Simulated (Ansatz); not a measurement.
## Worked example: a bond strength in GeClF (SMILES [F][Ge][Cl])

GeClF: 3 atoms, total charge 0, spin state singlet. As SMILES, `[F][Ge][Cl]`. The shape was relaxed beforehand at wB97X-V/def2-SVP.

```jsonl
{"atom": "F", "x (Å)": "0.1100", "y (Å)": "1.4178", "z (Å)": "0.2059"}
{"atom": "Ge", "x (Å)": "-0.7630", "y (Å)": "0.0368", "z (Å)": "-0.4103"}
{"atom": "Cl", "x (Å)": "0.6422", "y (Å)": "-1.5194", "z (Å)": "0.1913"}
```

Wanted: the dissociation energy of the Cl3–Ge2 bond into doublet Cl and doublet GeF (shapes relaxed at wB97X-V/def2-SVP, no zero-point term). 1 Eh = 2625.50 kJ/mol = 27.2114 eV. Totals in Eh; open shells run unrestricted unless said.

```tsv
level	program	GeClF	doublet Cl	doublet GeF
r2SCAN/def2-TZVPP	Ansatz	-2637.108980	-460.116931	-2176.828746
B3LYP/def2-TZVPP	Ansatz	-2637.253432	-460.167005	-2176.931332
PBE0-D4/def2-TZVPP	Ansatz	-2636.682917	-459.997429	-2176.523903
```

Task: Work out the dissociation energy at each level.

Result: 
1. r2SCAN/def2-TZVPP: (-460.116931) + (-2176.828746) − (-2637.108980) = 0.163303 Eh = 428.8 kJ/mol = 4.44 eV.
2. B3LYP/def2-TZVPP: (-460.167005) + (-2176.931332) − (-2637.253432) = 0.155095 Eh = 407.2 kJ/mol = 4.22 eV.
3. PBE0-D4/def2-TZVPP: (-459.997429) + (-2176.523903) − (-2636.682917) = 0.161585 Eh = 424.2 kJ/mol = 4.40 eV.

The levels span 407 to 429 kJ/mol; no measured value is set beside them. A bond enthalpy at 298 K also holds the loss of zero-point energy and thermal terms.
